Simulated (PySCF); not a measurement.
Be(Me)(SeH) (CH4BeSe), SMILES [CH3][Be][SeH].

Geometry: B3LYP-D3(BJ)/def2-TZVP. One conformer was computed; it need not be the lowest.

The numbers are results of B3LYP-D3(BJ)/def2-TZVP in PySCF, not measurements.

Frequencies are harmonic and unscaled.

```csv
mode,ν (cm⁻¹),IR (km/mol),moving atoms (share of kinetic energy)
1,22,2.6,H 99 %
2,181,13.9,"Be 61 %, H 33 %"
3,204,8.2,"Be 69 %, H 26 %"
4,372,4.0,"C 52 %, Se 21 %, H 15 %, Be 12 %"
5,522,6.6,H 93 %
6,686,38.3,"H 66 %, C 19 %, Be 15 %"
7,692,42.0,"H 63 %, Be 20 %, C 16 %"
8,1035,151.9,"Be 76 %, H 13 %, C 9 %"
9,1251,60.3,"H 73 %, C 24 %"
10,1446,2.3,H 95 %
11,1448,1.6,H 95 %
12,2389,7.1,H 99 %
13,3009,2.0,H 97 %
14,3067,10.7,"H 91 %, C 9 %"
15,3075,10.4,"H 91 %, C 9 %"
```
